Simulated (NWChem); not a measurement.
System: BP$_{3}$H$_{6}$; SMILES PB(P)P

The following NWChem deck was run.

```
start job
memory heap 200 mb stack 900 mb global 1100 mb
geometry units angstroms noautosym nocenter noautoz
  B     -0.031062     0.000080    -0.038498
  P      1.865957    -0.003057    -0.046929
  H      2.154829    -1.074836     0.844808
  H      2.158372     1.067770     0.844798
  P     -0.972858    -1.644773     0.078309
  H     -0.096418    -2.495493    -0.652143
  H     -1.955476    -1.481158    -0.938779
  P     -0.967417     1.648037     0.078301
  H     -1.950571     1.487666    -0.938786
  H     -0.088170     2.495852    -0.652157
end
basis spherical
  * library def2-tzvp
end
dft
  xc xpbe96 cpbe96
  iterations 150
  semidirect filesize 400000000
end
property
  efieldgrad
end
task dft property
```

Parts of the log:

```
             Northwest Computational Chemistry Package (NWChem) 7.3.0
             --------------------------------------------------------

                             Geometry "geometry" -> ""
                             -------------------------

 Output coordinates in angstroms (scale by  1.889725989 to convert to a.u.)

  No.       Tag          Charge          X              Y              Z
 ---- ---------------- ---------- -------------- -------------- --------------
    1 B                    5.0000    -0.03106200     0.00008000    -0.03849800
    2 P                   15.0000     1.86595700    -0.00305700    -0.04692900
    3 H                    1.0000     2.15482900    -1.07483600     0.84480800
    4 H                    1.0000     2.15837200     1.06777000     0.84479800
    5 P                   15.0000    -0.97285800    -1.64477300     0.07830900
    6 H                    1.0000    -0.09641800    -2.49549300    -0.65214300
    7 H                    1.0000    -1.95547600    -1.48115800    -0.93877900
    8 P                   15.0000    -0.96741700     1.64803700     0.07830100
    9 H                    1.0000    -1.95057100     1.48766600    -0.93878600
   10 H                    1.0000    -0.08817000     2.49585200    -0.65215700

 Effective nuclear repulsion energy (a.u.)     238.9714850785

  pbe96 is a nonlocal functional; adding pw91lda local functional.
                              NWChem Property Module
                              ----------------------

  itol2e modified to match energy
  convergence criterion.

                                 NWChem DFT Module
                                 -----------------

 Summary of "ao basis" -> "ao basis" (spherical)
 ------------------------------------------------------------------------------
       Tag                 Description            Shells   Functions and Types
 ---------------- ------------------------------  ------  ---------------------
 B                         def2-tzvp                11       31   5s3p2d1f
 P                         def2-tzvp                13       37   5s5p2d1f
 H                         def2-tzvp                 4        6   3s1p

  itol2e modified to match energy
  convergence criterion.

[...]

          -----------------------
          Electric field gradient
          -----------------------

 1 a.u. = 0.324123 10**(16) esu/cm**3  ( or statvolts/cm**2 ) = 0.97174 10**(22) v/m**2

 ------------------------------------------------------------
   Atom      X         Y         Z
 ------------------------------------------------------------
    1 B   -0.05870   0.00015  -0.07275
 ------------------------------------------------------------

 Electric field gradient in molecular frame (a.u.)
         XX             YY             ZZ             XY             XZ             YZ
 ------------------------------------------------------------------------------------------
        0.183573       0.193821      -0.377394       0.000017       0.081118      -0.000135

 Principal components (a.u.) and orientation
 of principal axis w.r.t. absolute frame                      Asymmetry parameter eta
 --------------------------------------------------------------------------------------
       -0.388888       0.195068       0.193821                       0.003207

       -0.140300       0.990108       0.001637
        0.000234      -0.001621       0.999999
        0.990109       0.140300      -0.000005

 ------------------------------------------------------------
   Atom      X         Y         Z
 ------------------------------------------------------------
    2 P    3.52615  -0.00578  -0.08868
 ------------------------------------------------------------

 Electric field gradient in molecular frame (a.u.)
         XX             YY             ZZ             XY             XZ             YZ
 ------------------------------------------------------------------------------------------
        0.233794      -0.741565       0.507771      -0.001616      -0.586454       0.000975

 Principal components (a.u.) and orientation
 of principal axis w.r.t. absolute frame                      Asymmetry parameter eta
 --------------------------------------------------------------------------------------
        0.973026      -0.741568      -0.231458                       0.524251

       -0.621505       0.001655       0.783409
        0.001031       0.999999      -0.001295
        0.783410      -0.000003       0.621506

 ------------------------------------------------------------
   Atom      X         Y         Z
 ------------------------------------------------------------
    3 H    4.07204  -2.03115   1.59646
 ------------------------------------------------------------

 Electric field gradient in molecular frame (a.u.)
         XX             YY             ZZ             XY             XZ             YZ
 ------------------------------------------------------------------------------------------
        0.081100      -0.070638      -0.010462       0.038313      -0.043191       0.127239

 Principal components (a.u.) and orientation
 of principal axis w.r.t. absolute frame                      Asymmetry parameter eta
 --------------------------------------------------------------------------------------
       -0.183527       0.101760       0.081766                       0.108943

       -0.210298       0.743962       0.634267
        0.761881      -0.281835       0.583187
       -0.612628      -0.605879       0.507541

 ------------------------------------------------------------
   Atom      X         Y         Z
 ------------------------------------------------------------
    4 H    4.07873   2.01779   1.59644
 ------------------------------------------------------------

[...]
```

Level: PBE/def2-TZVP. Coordinates come from a PBE0/def2-SVP optimisation. NWChem prints the field gradient with the sign opposite to the second derivative of the potential.
